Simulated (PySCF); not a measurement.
C4H11AlFN, singlet, at a GFN2-xTB geometry (such geometries of metal compounds can be far from the true shape), atoms displaced at random by about 0.08 Å a coordinate; HF/STO-3G, gradient run with PySCF.

PySCF was given this input:
```python
from pyscf import gto, scf

mol = gto.Mole()
mol.atom = '''
    Al   -0.530011    0.311857    1.446178
    F    -2.069245    0.247394    1.777009
    H     0.485596    0.329804    2.641519
    N     0.103952    0.382246   -0.191219
    C     1.664415    0.568434   -0.156580
    C     2.045529   -0.902258   -0.392852
    C    -0.456423    0.523325   -1.448544
    C    -0.600676   -0.835836   -2.335673
    H     2.018049    0.951726   -1.225472
    H     1.995574    0.999017    0.584463
    H     3.235946   -0.865006   -0.304455
    H     1.826204   -1.375730    0.475452
    H     1.969453   -1.594194   -1.096484
    H    -1.679799    0.566716   -1.015970
    H    -0.202636    1.315483   -2.084182
    H    -0.880721   -1.671892   -1.629203
    H    -1.225488   -0.718362   -2.873600
    H     0.413682   -0.970745   -2.760781
'''
mol.basis = 'sto-3g'
mol.charge = 0
mol.spin = 0
mol.verbose = 4
mol.build()

mf = scf.RHF(mol)
mf.kernel()
g = mf.nuc_grad_method()
grad = g.kernel()
```

The log (banner, timings and long lists left out):

```
PySCF version 2.14.0

[INPUT] verbose = 4
[INPUT] num. atoms = 18
[INPUT] num. electrons = 64
[INPUT] charge = 0
[INPUT] spin (= nelec alpha-beta = 2S) = 0
[INPUT] symmetry False subgroup None
[INPUT] Mole.unit = angstrom
[INPUT] Symbol           X                Y                Z      unit          X                Y                Z       unit  Magmom
[INPUT]  1 Al    -0.530011000000   0.311857000000   1.446178000000 AA   -1.001575633007   0.589324320028   2.732880347371 Bohr   0.0
[INPUT]  2 F     -2.069245000000   0.247394000000   1.777009000000 AA   -3.910306334626   0.467506904861   3.358060330887 Bohr   0.0
[INPUT]  3 H      0.485596000000   0.329804000000   2.641519000000 AA    0.917643447184   0.623239234786   4.991747462835 Bohr   0.0
[INPUT]  4 N      0.103952000000   0.382246000000  -0.191219000000 AA    0.196440810101   0.722340252210  -0.361351539813 Bohr   0.0
[INPUT]  5 C      1.664415000000   0.568434000000  -0.156580000000 AA    3.145288507618   1.074184579891  -0.295893316584 Bohr   0.0
[INPUT]  6 C      2.045529000000  -0.902258000000  -0.392852000000 AA    3.865489589855  -1.705020513698  -0.742382687488 Bohr   0.0
[INPUT]  7 C     -0.456423000000   0.523325000000  -1.448544000000 AA   -0.862514466952   0.988940924138  -2.737351439382 Bohr   0.0
[INPUT]  8 C     -0.600676000000  -0.835836000000  -2.335673000000 AA   -1.135113129599  -1.579501125052  -4.413782286541 Bohr   0.0
[INPUT]  9 H      2.018049000000   0.951726000000  -1.225472000000 AA    3.813559915952   1.798501485628  -2.315806453323 Bohr   0.0
[INPUT] 10 H      1.995574000000   0.999017000000   0.584463000000 AA    3.771088321303   1.887868523785   1.104474999942 Bohr   0.0
[INPUT] 11 H      3.235946000000  -0.865006000000  -0.304455000000 AA    6.115051693882  -1.634624436106  -0.575336567254 Bohr   0.0
[INPUT] 12 H      1.826204000000  -1.375730000000   0.475452000000 AA    3.451025407585  -2.599752921348   0.898474065377 Bohr   0.0
[INPUT] 13 H      1.969453000000  -1.594194000000  -1.096484000000 AA    3.721726785203  -3.012590049425  -2.072054459968 Bohr   0.0
[INPUT] 14 H     -1.679799000000   0.566716000000  -1.015970000000 AA   -3.174360054318   1.070938030409  -1.919905050774 Bohr   0.0
[INPUT] 15 H     -0.202636000000   1.315483000000  -2.084182000000 AA   -0.382926542977   2.485902591521  -3.938533173748 Bohr   0.0
[INPUT] 16 H     -0.880721000000  -1.671892000000  -1.629203000000 AA   -1.664321482153  -3.159417989851  -3.078747471320 Bohr   0.0
[INPUT] 17 H     -1.225488000000  -0.718362000000  -2.873600000000 AA   -2.315836688941  -1.357507438295  -5.430316991550 Bohr   0.0
[INPUT] 18 H      0.413682000000  -0.970745000000  -2.760781000000 AA    0.781745682662  -1.834442186791  -5.217119979903 Bohr   0.0

nuclear repulsion = 382.792231744554
number of shells = 34
number of NR pGTOs = 150
number of NR cGTOs = 50
basis = sto-3g
ecp = {}

******** <class 'pyscf.scf.hf.RHF'> ********
method = RHF
initial guess = minao
damping factor = 0
level_shift factor = 0
DIIS = <class 'pyscf.scf.diis.CDIIS'>
diis_start_cycle = 1
diis_space = 8
diis_damp = 0
SCF conv_tol = 1e-09
SCF conv_tol_grad = None
SCF max_cycles = 50
direct_scf = True
direct_scf_tol = 1e-13
Set gradient conv threshold to 3.16228e-05
Initial guess from minao.
init E= -547.625104044114
  HOMO = -0.211165240389453  LUMO = 0.141429142976677  gap/eV = 9.59458
cycle= 1 E= -546.511920852989  delta_E= 1.11  |g|= 0.52  |ddm|= 4.95
  HOMO = -0.165416609392914  LUMO = 0.376299376917082  gap/eV = 14.74084
cycle= 2 E= -546.62160186648  delta_E= -0.11  |g|= 0.154  |ddm|= 0.994
  HOMO = -0.241103013971511  LUMO = 0.371797465627382  gap/eV = 16.67787
cycle= 3 E= -546.629801062908  delta_E= -0.0082  |g|= 0.0402  |ddm|= 0.241
  HOMO = -0.230697764945056  LUMO = 0.370630225894902  gap/eV = 16.36297
cycle= 4 E= -546.630578707036  delta_E= -0.000778  |g|= 0.00844  |ddm|= 0.0799
  HOMO = -0.234583510701644  LUMO = 0.368901944034037  gap/eV = 16.42168
cycle= 5 E= -546.630621320805  delta_E= -4.26e-05  |g|= 0.00234  |ddm|= 0.0192
  HOMO = -0.234315865746209  LUMO = 0.368907023581349  gap/eV = 16.41453
cycle= 6 E= -546.630625653245  delta_E= -4.33e-06  |g|= 0.000512  |ddm|= 0.00651
  HOMO = -0.234488326221122  LUMO = 0.368816552875169  gap/eV = 16.41676
cycle= 7 E= -546.630625860201  delta_E= -2.07e-07  |g|= 0.000109  |ddm|= 0.00152
  HOMO = -0.234491678911623  LUMO = 0.368796729411085  gap/eV = 16.41631
cycle= 8 E= -546.630625868829  delta_E= -8.63e-09  |g|= 2.71e-05  |ddm|= 0.000289
  HOMO = -0.234487338419106  LUMO = 0.368803212792398  gap/eV = 16.41637
cycle= 9 E= -546.630625869442  delta_E= -6.13e-10  |g|= 5.23e-06  |ddm|= 8.17e-05
  HOMO = -0.234487534081874  LUMO = 0.368803223632859  gap/eV = 16.41638
Extra cycle  E= -546.630625869457  delta_E= -1.5e-11  |g|= 2.06e-06  |ddm|= 1.03e-05
converged SCF energy = -546.630625869457

******** <class 'pyscf.grad.rhf.Gradients'> for <class 'pyscf.scf.hf.RHF'> ********
unit = Eh/Bohr
--------------- RHF gradients ---------------
         x                y                z
0 Al    -0.0560183127    -0.0027402429    -0.0182678844
1 F     0.0286551223     0.0016142870     0.0009012245
2 H     0.0277516751     0.0008121858     0.0360215878
3 N    -0.1041794246    -0.0494434154    -0.0928847539
4 C     0.1630326917     0.1513995963     0.3547323219
5 C    -0.2027210689    -0.0798712839    -0.1154813367
6 C     0.2093295640     0.0954348121    -0.0182849368
7 C    -0.3723339148     0.0423984780    -0.3475332131
8 H     0.0229197358    -0.0160976858    -0.0758704313
9 H    -0.0940692736    -0.1027655669    -0.1905757418
10 H     0.0640097744     0.0081473474     0.0053681330
11 H     0.0242331943     0.0454685452    -0.0655477563
12 H     0.0466148426     0.0404744311     0.1049886063
13 H    -0.0897391365    -0.0205496608     0.0622355836
14 H    -0.0135107361    -0.0412723941     0.0193391320
15 H    -0.0167524939    -0.0256968208     0.0274874242
16 H     0.3318168198    -0.0613833222     0.3085545436
17 H     0.0309609414     0.0140707099     0.0048174973
----------------------------------------------
```
